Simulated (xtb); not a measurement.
xtb input (GFN2-xTB):

```bash
xtb mol.xyz --gfn 2 --sp --chrg 0 --uhf 0
```
mol.xyz:
```
14

Si     2.17303550    -0.43987468    -0.60008296
C      0.34599226     0.00431866    -0.68913542
C     -0.34599226    -0.00431866     0.68913542
Si    -2.17303550     0.43987468     0.60008296
H      2.88565018     0.52708311     0.27143544
H      2.79845690    -0.41956030    -1.94562762
H      2.33503810    -1.79601920    -0.01956715
H      0.25068931     0.98950968    -1.15623203
H     -0.14914387    -0.69743728    -1.36754685
H     -0.25068931    -0.98950968     1.15623203
H      0.14914387     0.69743728     1.36754685
H     -2.33503810     1.79601920     0.01956715
H     -2.79845690     0.41956030     1.94562762
H     -2.88565018    -0.52708311    -0.27143544
```

Output:

```
           -------------------------------------------------
          |                Calculation Setup                |
           -------------------------------------------------

           -------------------------------------------------
          |                 G F N 2 - x T B                 |
           -------------------------------------------------

        Reference                      10.1021/acs.jctc.8b01176
      * Hamiltonian:
        H0-scaling (s, p, d)           1.850000    2.230000    2.230000
        zeta-weighting                 0.500000
      * Dispersion:
        s8                             2.700000
        a1                             0.520000
        a2                             5.000000
        s9                             5.000000
      * Repulsion:
        kExp                           1.500000    1.000000
        rExp                           1.000000
      * Coulomb:
        alpha                          2.000000
        third order                    shell-resolved
        anisotropic                    true
        a3                             3.000000
        a5                             4.000000
        cn-shift                       1.200000
        cn-exp                         4.000000
        max-rad                        5.000000

          ...................................................
          :                      SETUP                      :
          :.................................................:
          :  # basis functions                  38          :
          :  # atomic orbitals                  36          :
          :  # shells                           20          :
          :  # electrons                        26          :
          :  max. iterations                   250          :
          :  Hamiltonian                  GFN2-xTB          :
          :  restarted?                      false          :
          :  GBSA solvation                  false          :
          :  PC potential                    false          :
          :  electronic temp.          300.0000000     K    :
          :  accuracy                    1.0000000          :
          :  -> integral cutoff          0.2500000E+02      :
          :  -> integral neglect         0.1000000E-07      :
          :  -> SCF convergence          0.1000000E-05 Eh   :
          :  -> wf. convergence          0.1000000E-03 e    :
          :  Broyden damping             0.4000000          :
          :  net charge                          0          :
          :  unpaired electrons                  0          :
          ...................................................

 iter      E             dE          RMSdq      gap      omega  full diag
   1    -12.8301234 -0.128301E+02  0.562E+00    5.90       0.0  T
   2    -12.9735029 -0.143380E+00  0.227E+00    5.07       1.0  T
   3    -12.9748359 -0.133297E-02  0.213E+00    5.36       1.0  T
   4    -12.9760462 -0.121030E-02  0.151E+00    5.31       1.0  T
   5    -12.9761462 -0.100016E-03  0.684E-01    5.32       1.0  T
   6    -12.9764715 -0.325332E-03  0.715E-02    5.25       1.0  T
   7    -12.9764703  0.126380E-05  0.288E-02    5.24       1.0  T
   8    -12.9764724 -0.213559E-05  0.800E-03    5.24       3.3  T
   9    -12.9764727 -0.288680E-06  0.169E-03    5.24      15.8  T
  10    -12.9764727 -0.499076E-08  0.308E-04    5.24      86.8  T
  11    -12.9764727 -0.135259E-09  0.182E-04    5.24     146.7  T

   *** convergence criteria satisfied after 11 iterations ***

         #    Occupation            Energy/Eh            Energy/eV
      -------------------------------------------------------------
         1        2.0000           -0.7184888             -19.5511
       ...           ...                  ...                  ...
         7        2.0000           -0.4399586             -11.9719
         8        2.0000           -0.4353187             -11.8456
         9        2.0000           -0.4223164             -11.4918
        10        2.0000           -0.4218712             -11.4797
        11        2.0000           -0.4216707             -11.4742
        12        2.0000           -0.4216031             -11.4724
        13        2.0000           -0.3782468             -10.2926 (HOMO)
        14                         -0.1856483              -5.0517 (LUMO)
        15                         -0.1784748              -4.8565
        16                         -0.1737103              -4.7269
        17                         -0.1669570              -4.5431
        18                         -0.1595772              -4.3423
       ...                                ...                  ...
        36                          0.6845644              18.6279
      -------------------------------------------------------------
                  HL-Gap            0.1925985 Eh            5.2409 eV
             Fermi-level           -0.2819475 Eh           -7.6722 eV

 SCC (total)                   0 d,  0 h,  0 min,  0.007 sec
 SCC setup                      ...        0 min,  0.000 sec (  1.196%)
 Dispersion                     ...        0 min,  0.000 sec (  0.982%)
 classical contributions        ...        0 min,  0.000 sec (  0.296%)
 integral evaluation            ...        0 min,  0.001 sec ( 17.319%)
 iterations                     ...        0 min,  0.003 sec ( 48.829%)
 molecular gradient             ...        0 min,  0.002 sec ( 29.907%)
 printout                       ...        0 min,  0.000 sec (  1.237%)

         :::::::::::::::::::::::::::::::::::::::::::::::::::::
         ::                     SUMMARY                     ::
         :::::::::::::::::::::::::::::::::::::::::::::::::::::
         :: total energy             -12.825233661478 Eh    ::
         :: gradient norm              0.029733054594 Eh/a0 ::
         :: HOMO-LUMO gap              5.240871779119 eV    ::
         ::.................................................::
         :: SCC energy               -12.976469433498 Eh    ::
         :: -> isotropic ES            0.023979419174 Eh    ::
         :: -> anisotropic ES          0.007210964390 Eh    ::
         :: -> anisotropic XC          0.007968115140 Eh    ::
         :: -> dispersion             -0.008867161541 Eh    ::
         :: repulsion energy           0.151235772020 Eh    ::
         :: add. restraining           0.000000000000 Eh    ::
         :: total charge               0.000000000000 e     ::
         :::::::::::::::::::::::::::::::::::::::::::::::::::::

           -------------------------------------------------
          |                Property Printout                |
           -------------------------------------------------

    * Orbital Energies and Occupations

         #    Occupation            Energy/Eh            Energy/eV
      -------------------------------------------------------------
         1        2.0000           -0.7184888             -19.5511
         2        2.0000           -0.7155363             -19.4707
         3        2.0000           -0.5776715             -15.7192
         4        2.0000           -0.5477431             -14.9048
         5        2.0000           -0.4946193             -13.4593
         6        2.0000           -0.4584892             -12.4761
         7        2.0000           -0.4399586             -11.9719
         8        2.0000           -0.4353187             -11.8456
         9        2.0000           -0.4223164             -11.4918
        10        2.0000           -0.4218712             -11.4797
        11        2.0000           -0.4216707             -11.4742
        12        2.0000           -0.4216031             -11.4724
        13        2.0000           -0.3782468             -10.2926 (HOMO)
        14                         -0.1856483              -5.0517 (LUMO)
        15                         -0.1784748              -4.8565
        16                         -0.1737103              -4.7269
        17                         -0.1669570              -4.5431
        18                         -0.1595772              -4.3423
        19                         -0.1575237              -4.2864
        20                         -0.0911388              -2.4800
        21                         -0.0842900              -2.2936
        22                         -0.0697236              -1.8973
        23                         -0.0498314              -1.3560
        24                          0.1440842               3.9207
       ...                                ...                  ...
        36                          0.6845644              18.6279
      -------------------------------------------------------------
                  HL-Gap            0.1925985 Eh            5.2409 eV
             Fermi-level           -0.2819475 Eh           -7.6722 eV

     #   Z          covCN         q      C6AA      α(0)
     1  14 Si       3.629     0.451    98.937    19.083
     2   6 C        3.714    -0.147    23.475     6.923
     3   6 C        3.714    -0.147    23.475     6.923
     4  14 Si       3.629     0.451    98.937    19.083
     5   1 H        0.912    -0.105     5.758     3.753
     6   1 H        0.912    -0.110     5.949     3.815
     7   1 H        0.912    -0.105     5.758     3.753
     8   1 H        0.924     0.008     2.918     2.672
     9   1 H        0.924     0.008     2.918     2.672
    10   1 H        0.924     0.008     2.918     2.672
    11   1 H        0.924     0.008     2.918     2.672
    12   1 H        0.912    -0.105     5.758     3.753
    13   1 H        0.912    -0.110     5.949     3.815
    14   1 H        0.912    -0.105     5.758     3.753

 Mol. C6AA /au·bohr⁶  :       2552.446141
 Mol. C8AA /au·bohr⁸  :      85334.981228
 Mol. α(0) /au        :         85.340792

Wiberg/Mayer (AO) data.
largest (>0.10) Wiberg bond orders for each atom

 ---------------------------------------------------------------------------
     #   Z sym  total        # sym  WBO       # sym  WBO       # sym  WBO
 ---------------------------------------------------------------------------
     1  14 Si   3.613 --     2 C    0.897     5 H    0.897     7 H    0.897
                             6 H    0.892
     2   6 C    3.979 --     3 C    1.028     8 H    0.985     9 H    0.985
                             1 Si   0.897
     3   6 C    3.979 --     2 C    1.028    10 H    0.985    11 H    0.985
                             4 Si   0.897
     4  14 Si   3.613 --     3 C    0.897    14 H    0.897    12 H    0.897
                            13 H    0.892
     5   1 H    0.989 --     1 Si   0.897
     6   1 H    0.986 --     1 Si   0.892
     7   1 H    0.989 --     1 Si   0.897
     8   1 H    1.000 --     2 C    0.985
     9   1 H    1.000 --     2 C    0.985
    10   1 H    1.000 --     3 C    0.985
    11   1 H    1.000 --     3 C    0.985
    12   1 H    0.989 --     4 Si   0.897
    13   1 H    0.986 --     4 Si   0.892
    14   1 H    0.989 --     4 Si   0.897
 ---------------------------------------------------------------------------

Topologies differ in total number of bonds
Writing topology from bond orders to xtbtopo.mol

molecular dipole:
                 x           y           z       tot (Debye)
 q only:       -0.000      -0.000      -0.000
   full:       -0.000      -0.000      -0.000       0.000
molecular quadrupole (traceless):
                xx          xy          yy          xz          yz          zz
 q only:        0.686      -0.188      -0.248      -0.327       0.097      -0.437
  q+dip:       -4.887       1.723       2.538       1.026      -0.171       2.349
   full:       -3.256       1.106       1.538       0.703      -0.159       1.718

           -------------------------------------------------
          | TOTAL ENERGY              -12.825233661478 Eh   |
Note: The following floating-point exceptions are signalling: IEEE_UNDERFLOW_FLAG IEEE_DENORMAL
normal termination of xtb
          | GRADIENT NORM               0.029733054594 Eh/α |
          | HOMO-LUMO GAP               5.240871779119 eV   |
           -------------------------------------------------

------------------------------------------------------------------------
------------------------------------------------------------------------
 total:
 SCF:
```
